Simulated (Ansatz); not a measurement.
Ge(OH)4 (GeO4H4). Charge 0, multiplicity 3. Geometry PBE-D4/def2-SVP, that of the neutral singlet; atoms count from 1.

```tsv
atom	x (Å)	y (Å)	z (Å)
Ge1	0.000	0.000	0.000
O2	-1.256	0.305	-1.224
H3	-1.894	-0.434	-1.228
O4	1.417	0.947	-0.514
H5	1.436	1.003	-1.489
O6	0.187	-1.769	0.071
H7	0.553	-2.023	0.940
O8	-0.348	0.517	1.667
H9	-0.095	1.453	1.778
```

At PBE0-D4/def2-TZVP a singlet of charge 0 lies 6.85 eV below the triplet at the same geometry.

**Question.** Estimate the Mulliken populations from the PBE0/def2-TZVP orbitals of Ansatz.

**Answer.** 
| atom | charge (e) | spin (α − β) |
| --- | --- | --- |
| Ge1 | 0.50 | 0.49 |
| O2 | -0.26 | 0.39 |
| H3 | 0.20 | 0.16 |
| O4 | -0.44 | 0.11 |
| H5 | 0.25 | 0.09 |
| O6 | -0.44 | 0.11 |
| H7 | 0.25 | 0.09 |
| O8 | -0.26 | 0.39 |
| H9 | 0.20 | 0.16 |
Mulliken values depend strongly on the basis.

**Question.** Where does the spin sit?

**Answer.** Summed by element: Ge 0.49, O 1.00, H 0.51, of 2 unpaired in all. Largest on single atoms: Ge1 0.49, O8 0.39, O2 0.39.

**Question.** And the Mayer bond orders between heavy atoms (over 0.3)?

**Answer.** Ge1–O2 0.72 (1.78 Å); Ge1–O4 0.92 (1.78 Å); Ge1–O6 0.92 (1.78 Å); Ge1–O8 0.72 (1.78 Å).
